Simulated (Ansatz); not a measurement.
C2H2Si, SMILES `C#C[SiH]` (excited triplet) (charge 0, multiplicity 3). This triplet is an excited state, 1.05 eV above the relaxed singlet at the level B3LYP/cc-pVTZ // PBE0-D3(BJ)/def2-TZVP (Ansatz, a program for electronic structure).

Cartesian coordinates (Å):
```xyz
5

C      1.3431     0.2039    -0.1975
C      0.2260    -0.1171     0.1593
Si    -1.3423    -0.7264     0.7306
H      2.3147     0.5039    -0.5171
H     -2.5414     0.1358     0.5776
```
Charge 0, spin multiplicity 3.

Frozen-core energies in 6-31g from Ansatz at a geometry from PBE0-D3(BJ)/def2-TZVP; the HF reference has <S^2> = 2.26 and the T1 diagnostic is 0.045.

| level | energy (Ha) |
|---|---|
| HF | -365.63308 |
| MP2 | -365.81898 |
| CCSD | -365.85666 |

### Question
Estimate the energies of CCSD(T), CCSDT, CCSDT(Q) and CCSDTQ, and give each level's difference from CCSDTQ.

### Answer

| level | energy (Ha) | difference from CCSDTQ (mHa) |
|---|---|---|
| MP2 | -365.81898 | 46.83 |
| CCSD | -365.85666 | 9.15 |
| CCSD(T) | -365.86398 | 1.83 |
| CCSDT | -365.86483 | 0.99 |
| CCSDT(Q) | -365.86579 | 0.03 |
| CCSDTQ | -365.86582 | 0.00 |
